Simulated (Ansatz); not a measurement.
Abridged output of a molecular run in Ansatz:

```
Functional definition: HF
1203 factors; integrals over basis functions are off by at most 9.1e-4 eV
mean field evaluation 1: about -145820.4188 eV, gradient 1.2e1 eV
mean field evaluation 2: about -145820.4239 eV, gradient 1.2e1 eV
mean field evaluation 4: about -145821.6894 eV, gradient 1.8e0 eV
mean field evaluation 8: about -145821.7618 eV, gradient 5.3e-3 eV
mean field -145821.76181663 eV, -5358.8509052208 hartree, gradient 1.8e-6 eV, S^2 0.762072; 0 other end points of the search recorded, 0 dependent functions left out
22 core orbitals not correlated: weight in the atoms' cores, before any rotation towards them, 1.000 or more for the frozen orbitals, at most 0.000 for the correlated occupied ones
reference -145821.76181663 eV, -5358.8509052208 hartree; 25, 24 occupied and 113, 114 virtual orbitals, 1203 factors
second order -22.96600009 eV of doubles, -0.00000000 eV of singles
cycle   1  -22.59715426 eV  change    3.7e-1 eV  update   1.0e-1
cycle   2  -23.13558680 eV  change   -5.4e-1 eV  update   3.0e-2
cycle   3  -23.21793616 eV  change   -8.2e-2 eV  update   1.9e-2
cycle   4  -23.19677416 eV  change    2.1e-2 eV  update   7.1e-3
cycle   5  -23.19685694 eV  change   -8.3e-5 eV  update   4.0e-3
cycle   6  -23.19916204 eV  change   -2.3e-3 eV  update   1.7e-3
cycle   7  -23.19902127 eV  change    1.4e-4 eV  update   8.3e-4
cycle   8  -23.19914098 eV  change   -1.2e-4 eV  update   2.9e-4
cycle   9  -23.19917316 eV  change   -3.2e-5 eV  update   1.3e-4
cycle  10  -23.19905091 eV  change    1.2e-4 eV  update   5.2e-5
cycle  11  -23.19910913 eV  change   -5.8e-5 eV  update   3.1e-5
cycle  12  -23.19911142 eV  change   -2.3e-6 eV  update   1.3e-5
perturbative correction -0.76763244 eV, -0.0282099717 hartree
Total energy: -145845.72856048 eV, -5359.7316668122 hartree
Checks for a lower state left out: cluster_reference
```

Its atoms:

```xyz
4

Br    0.0560    2.1775   -0.5609
Sn    0.3966   -0.2850   -0.4316
Br   -1.8244   -1.3155    0.0179
H     1.3719   -0.5771    0.9745
```

Which basis set was used?
A. def2-SVPD
B. def2-SVP
C. def2-TZVPP
D. def2-QZVPP

C. It gives 160 functions.

Write the keys of the input that set method, charge and spin (a neutral closed shell needs none for the last two).


```yaml
magnetization: {spin_polarized: true, initial_magnetization: 1}
correlation: {method: ccsd_t}
scf: {omitted_lower_state_checks: [cluster_reference]}
```
